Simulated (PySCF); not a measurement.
A structure optimised at PBE0-D3(BJ)/def2-SVP (Å):
```
atom  x, y, z in Å
C1    -1.551    1.046    0.468
C2    -1.844   -0.324    0.352
C3    -0.845   -1.266    0.149
C4     0.483   -0.828    0.059
Se5    2.059   -1.759   -0.201
N6     2.933   -0.019   -0.105
N7     2.112    0.882    0.074
C8     0.775    0.553    0.176
C9    -0.244    1.493    0.381
H10   -2.362    1.760    0.627
H11   -2.882   -0.657    0.423
H12   -1.094   -2.325    0.061
H13    0.019    2.548    0.466
```

Neutral, closed shell.

(1) Which heavy atoms are bonded, and with what formal order?

(2) Give the structure as a SMILES string.

(3) What is the point group of this geometry?

(4) Which rings does it hold (smallest set)?

(5) Classify the heavy atoms.

(6) What is the arrangement about C4?

(7) What is the arrangement about N7?

## Answers

(1) C1–C2 1.41 Å (aromatic); C2–C3 1.39 Å (aromatic); C3–C4 1.40 Å (aromatic); C4–Se5 1.85 Å (aromatic); Se5–N6 1.95 Å (aromatic); N6–N7 1.23 Å (aromatic); N7–C8 1.38 Å (aromatic); C8–C9 1.40 Å (aromatic); C1–C9 1.38 Å (aromatic); C4–C8 1.42 Å (aromatic). Bonds to hydrogen (Å): C1–H10 1.09; C2–H11 1.09; C3–H12 1.09; C9–H13 1.09. The orders are those of one drawing; other resonance forms can be drawn.

(2) `c1ccc2[se]nnc2c1`, C6H4N2Se. Among its features: benzene ring, pyridine-type ring nitrogen and selenium bound to carbon.

(3) Cs (every atom within 0.08 Å of its image).

(4) C4–Se5–N6–N7–C8 (5 members, 0.00 Å rms from planarity); C1–C2–C3–C4–C8–C9 (6 members, 0.00 Å rms from planarity).

(5) C1: aromatic CH carbon; C2: aromatic CH carbon; C3: aromatic CH carbon; C4: ring-fusion aromatic carbon; Se5: selenium bonded to C and N; N6: pyridine-type nitrogen; N7: pyridine-type nitrogen; C8: ring-fusion aromatic carbon; C9: aromatic CH carbon.

(6) It has 3 neighbours (C3, Se5, C8) and is planar (angles 131.3°, 119.7° and 109.1°, sum 360.0°, 0.00 Å off the plane of its three neighbours).

(7) It has 2 neighbours (N6, C8) and is bent (angle 118.8°).

All values are computed, not measured.
